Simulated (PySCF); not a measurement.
SbI2, SMILES [I][Sb][I], multiplicity 2.

The structure is a stationary point at B3LYP-D3(BJ)/def2-SVP. The spin state was assumed, not searched. The isomer is the one that the SMILES or the coordinates give; other isomers of the formula were not compared. The def2 effective core potentials stand for the cores of I, Sb; spin–orbit coupling is left out.

Method: TDA-M06-2X/def2-SVPD in PySCF 2.14.0.

Vertical excitations. Isolated molecule, no solvent.

Computed lowest excited states:
```csv
state,energy (eV),λ (nm),f,main pairs
root 1,2.17,572,0.000,α HOMO→LUMO 97 %
root 2,2.49,498,0.000,α HOMO→LUMO+1 95 %
root 3,3.25,382,0.003,β HOMO−1→LUMO 89 %
root 4,3.54,350,0.000,β HOMO→LUMO 99 %
root 5,3.63,341,0.001,"α HOMO−2→LUMO 59 %, β HOMO−1→LUMO+1 23 %"
root 6,3.64,340,0.000,"α HOMO−1→LUMO 68 %, β HOMO−2→LUMO 15 %, β HOMO→LUMO+1 9 %"
root 7,3.75,331,0.005,"α HOMO−2→LUMO+1 28 %, β HOMO−2→LUMO 49 %, β HOMO−1→LUMO+2 10 %"
root 8,3.92,316,0.005,"α HOMO−2→LUMO+1 12 %, α HOMO−5→LUMO+1 7 %, β HOMO−2→LUMO 29 %, β HOMO−1→LUMO+2 25 %, β HOMO→LUMO+1 9 %, β HOMO−4→LUMO+2 8 %"
root 9,4.01,309,0.000,"α HOMO−3→LUMO 66 %, β HOMO−2→LUMO+1 21 %"
root 10,4.09,303,0.002,"α HOMO−1→LUMO+1 49 %, α HOMO−5→LUMO 24 %, β HOMO−3→LUMO 7 %, β HOMO−4→LUMO+1 6 %"
```
Unrestricted roots are not spin-pure.
